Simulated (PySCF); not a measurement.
# Diatomics of Cs with group 14

CCSD(T) with double-zeta basis sets in PySCF, for the lowest determinant that a PBE0 search found; no spin–orbit coupling. De refers to high-spin ground-configuration atoms.

```tsv
M	basis	reference, frozen orbitals	state (unpaired electrons)	Re (Å)	ωe (cm⁻¹)	De (eV)
C	def2-SVPD	UHF, 1	quartet (σ ↑, π ↑↑)	2.874	310	1.93
Si	def2-SVP	UHF, 5	quartet (σ ↑, π ↑↑)	3.396	166	1.32
Ge	def2-SVP	UHF, 9	quartet (σ ↑, π ↑↑)	3.443	113	1.37
Sn	def2-SVP	UHF, 4	quartet (σ ↑, π ↑↑)	3.644	89.5	1.25
Pb	def2-SVP	UHF, 4	quartet (σ ↑, π ↑↑)	3.690	75.7	1.16
```

The shortest bond is that of CsC (2.874 Å), the longest that of CsPb (3.690 Å).

The rows differ in basis set, which adds steps of its own.

Down a group the atoms grow and get heavier, so bonds lengthen and wavenumbers fall; this series shows no clear exception.

Correlated steps freeze the inner cores (1 to 9 orbitals); shallow outer-core shells are correlated. Correlated levels converge slowly with the basis: in double zeta they bind strong bonds too weakly, by up to about 1 eV, and carry superposition errors of some tenths. These are scalar-relativistic numbers at best; spin–orbit coupling would shift them, the dissociation energy most. States were picked by a PBE0 search and need not be the measured ground states.
